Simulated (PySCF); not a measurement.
AlF4, charge -1. Atoms are numbered in the order given.

```xyz
5

Al     0.0000     0.0000     0.0000
F      0.9988     0.9988    -0.9988
F     -0.9988     0.9988     0.9988
F     -0.9988    -0.9988    -0.9988
F      0.9988    -0.9988     0.9988
```
Charge -1, spin multiplicity 1.

Geometry optimised at PBE-D3(BJ)/def2-SVPD. The isomer is the one that the SMILES or the coordinates give; other isomers of the formula were not compared.

Calculation: PySCF with PBE/pcSseg-2.

GIAO shieldings, no solvent; atoms alike by connectivity are averaged. δ = σ(ref) − σ: ¹⁹F against CFCl3 (σ = 132.0 ppm), references at their B3LYP-D3(BJ)/def2-TZVP geometries, non-relativistic.

Task: Estimate the chemical shifts. (An estimate is asked for; the answer gives what the named calculation found.)

Result: 
```
nucleus           atoms  count  δ (ppm)
-------  --------------  -----  -------
¹⁹F      F2, F3, F4, F5      4   -256.0
```
